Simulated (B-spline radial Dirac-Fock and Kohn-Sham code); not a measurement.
# Elastic and transport cross sections of tungsten for positrons

Method: relativistic (Dirac) partial waves in the static field of the Dirac-Fock atom, without polarisation or absorption potentials. Computed with an atomic code on a B-spline grid. Below a few hundred eV the neglected polarisation potential matters, most of all at small angles. σ_tr1 and σ_tr2 weight the cross section with 1 − P₁ and 1 − P₂ of cos θ; "backward" is the share scattered beyond 90°.

```csv
energy (eV),σ (a₀²),σ_tr1 (a₀²),σ_tr2 (a₀²),σ/σ_tr1,backward (%)
103,23.5,4.78,8.17,4.91,5.8
191,18.8,3.09,5.39,6.10,4.5
223,17.8,2.76,4.83,6.45,4.2
433,13.7,1.65,2.98,8.27,3.1
503,12.8,1.46,2.65,8.77,2.9
1060,9.26,0.781,1.46,11.9,2.0
1120,?,?,?,?,?
1480,7.92,0.582,1.10,13.6,1.7
1990,6.86,0.445,0.849,15.4,1.5
6830,3.60,0.124,0.259,29.0,0.61
9370,3.02,0.0854,0.183,35.4,0.47
10700,2.80,0.0726,0.157,38.6,0.42
23900,1.75,0.0256,0.0584,68.4,0.19
49700,1.12,0.00903,0.0216,124,0.085
67100,0.928,0.00577,0.0141,161,0.060
103000,0.717,0.00300,0.00753,239,0.034
```

Question: Fill in the row for 1.12 keV.

Answer: σ = 9.03 a₀², σ_tr1 = 0.745 a₀², σ_tr2 = 1.39 a₀², σ/σ_tr1 = 12.1, backward 2.0 %. The ratio σ/σ_tr1 is roughly the number of elastic collisions that randomise the direction.
